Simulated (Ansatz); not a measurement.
`C=C[C](O)(F)[InH2]` at its PBE0-D4/def2-TZVP geometry, where that method's forces vanish. Total charge 0; spin multiplicity 1. In takes the def2 core potential.

```csv
atom,x (Å),y (Å),z (Å)
C1,1.6516,-0.9086,-0.1525
C2,0.9139,-0.0229,0.5119
C3,-0.2084,0.7393,-0.0828
O4,-0.1285,0.8896,-1.4465
F5,-0.2174,2.0135,0.5212
In6,-2.1378,-0.2355,0.4104
H7,1.4783,-1.1139,-1.2035
H8,2.4391,-1.4653,0.3400
H9,1.0804,0.1558,1.5706
H10,0.7744,1.1597,-1.6726
H11,-3.0722,-0.8991,-0.8726
H12,-2.5733,-0.3126,2.0764
```

**Question.** For each bond, give half the difference of the two atoms' forces along it (eV/Å; positive pushes the atoms apart) under PBE-D4, r2SCAN-D4, B3LYP-D4, ωB97M-V in def2-TZVPP. (Best estimate.)

**Answer.** The calculation gave: 
```
   bond  length (Å)  PBE-D4  r2SCAN-D4  B3LYP-D4  ωB97M-V
  C1–C2       1.330    0.40       0.23      0.11    -0.10
  C1–H7       1.085    0.02      -0.07     -0.08    -0.04
  C1–H8       1.083   -0.01      -0.08     -0.09    -0.04
  C2–C3       1.481   -0.29      -0.17     -0.05     0.22
  C2–H9       1.086    0.02      -0.07     -0.12    -0.10
  C3–O4       1.374    0.26       0.20      0.21     0.27
  C3–F5       1.410    0.53       0.35      0.33     0.20
 C3–In6       2.217    0.06      -0.01      0.03    -0.29
 O4–H10       0.969    0.44       0.05     -0.04    -0.15
In6–H11       1.720    0.05      -0.03     -0.01    -0.05
In6–H12       1.724    0.05      -0.03      0.00    -0.04
```

B3LYP here is the variant with VWN-RPA as its local correlation; programs differ in this.

All numbers were calculated with Ansatz.
